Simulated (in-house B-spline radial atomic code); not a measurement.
How numerical settings move a run on V, [Ar] 3d3 4s2. Computed with a B-spline radial code for spherical atoms: Dirac-Kohn-Sham PBE, spherical fractional occupations, Fermi nucleus of rms radius 3.6002 fm.

Command:
```bash
python run_scf.py task.json out
```
Settings of the sound reference run:
```
Z                23
electrons        23
configuration    [Ar] 3d3 4s2
hamiltonian      dirac
method           pbe,pbe
spin_polarised   False
nucleus          fermi
rms_radius       3.6002
mass_number      51
atomic_mass      50.94396
speed_of_light   137.036
knot_spacing     0.22
spline_order     8
gauss_points     12
box_radius       50
max_iterations   70
damping          0.5
damped_steps     3
diis_vectors     10
tolerance        1e-08
start            Thomas-Fermi
```

Cost of the run: 2 s on 1 thread of Arm Neoverse N1, on a shared host.

It converges in 10 iterations to -949.014498 hartree, with 4s1/2 at -4.70179 eV. The other runs change the listed settings, some to values that make no sense; their results aren't properties of the atom or ion. Radii are in bohr (the nuclear one in fm), a minus after a letter asks for a j subshell, and «unchanged» means within 1e-8 hartree. The run stops when the residual is below 10 × tolerance × max(1, Z/10), or a noise floor if that is larger, and the energy moves by less than 1e-8 × √|E| hartree; so very loose and very tight tolerances often act alike.

| changed settings | outcome |
| --- | --- |
| electrons = 31, configuration = [Ar] 3d3 4s2 6s2 6p6, max_iterations = 50 | converged in 25 iterations to -948.1059 hartree, a different physical problem (warning: 4s1/2 has a positive eigenvalue: unbound, held by the box) |
| gauss_points = 4 | converged in 10 iterations, energy -2.25e-07 hartree from the reference |
| knot_spacing = 0.4 | converged in 10 iterations, energy +2.09e-04 hartree from the reference, 4s1/2 level -4.7e-06 eV |
| method = hf, spin_polarised = True | stopped with error: spin polarisation is not served with the Dirac Hamiltonian |
| knot_spacing = 0.1 | converged in 10 iterations, energy -4.20e-06 hartree from the reference, 4s1/2 level -2.6e-06 eV |
| knot_spacing = 0.3 | converged in 10 iterations, energy +1.75e-05 hartree from the reference, 4s1/2 level -3.5e-05 eV |
| max_iterations = 2 | not converged after 2 iterations, last residual 3.1e-01, last energy +3.83e+00 hartree from the reference |
| knot_spacing = 1 | converged in 10 iterations, energy +4.14e+00 hartree from the reference, 4s1/2 level +7.6e-02 eV |
| knot_spacing = 2 | converged in 10 iterations, energy +1.51e+02 hartree from the reference, 4s1/2 level +1.5e-01 eV (the program warns: 2s1/2 reaches the box edge; 2p1/2 reaches the box edge) |
| spline_order = 4, gauss_points = 4, box_radius = 100, max_iterations = 100, diis_vectors = 1 | not converged after 100 iterations, last residual 4.7e-01, last energy +1.46e+01 hartree from the reference |
| spline_order = 6, first_knot = 0.00435, max_iterations = 60, diis_vectors = 4, tolerance = 0.001 | converged in 9 iterations, energy -5.84e-05 hartree from the reference, 4s1/2 level -1.8e-05 eV |
| max_iterations = 8 | not converged after 8 iterations, last residual 4.5e-05, last energy +8.75e-08 hartree from the reference |
| knot_spacing = 1.4, gauss_points = 4, box_radius = 200, max_iterations = 50 | converged in 10 iterations, energy +2.14e+01 hartree from the reference, 4s1/2 level -1.5e-01 eV |
| gauss_points = 16 | converged in 10 iterations, energy unchanged |
| spline_order = 10, max_iterations = 50, damping = 0 | converged in 12 iterations, energy -2.20e-06 hartree from the reference, 4s1/2 level +1.3e-05 eV |
| knot_spacing = 0.75 | converged in 10 iterations, energy +5.73e-01 hartree from the reference, 4s1/2 level -4.9e-03 eV |

(1) What happens with electrons = 24, configuration = [Ar] 3d3 4s2 5p-1, max_iterations = 60?

(2) What happens with gauss_points = 5?

(3) What happens with knot_spacing = 0.15?

(4) What happens with max_iterations = 5?

Results:

(1) Converged in 15 iterations to -949.0131 hartree, a different physical problem (warning: 5p1/2 has a positive eigenvalue: unbound, held by the box).

(2) Converged in 10 iterations, energy +2.36e-08 hartree from the reference.

(3) Converged in 10 iterations, energy -4.10e-06 hartree from the reference, 4s1/2 level -2.4e-06 eV.

(4) Not converged after 5 iterations, last residual 6.6e-03, last energy +1.38e-03 hartree from the reference.
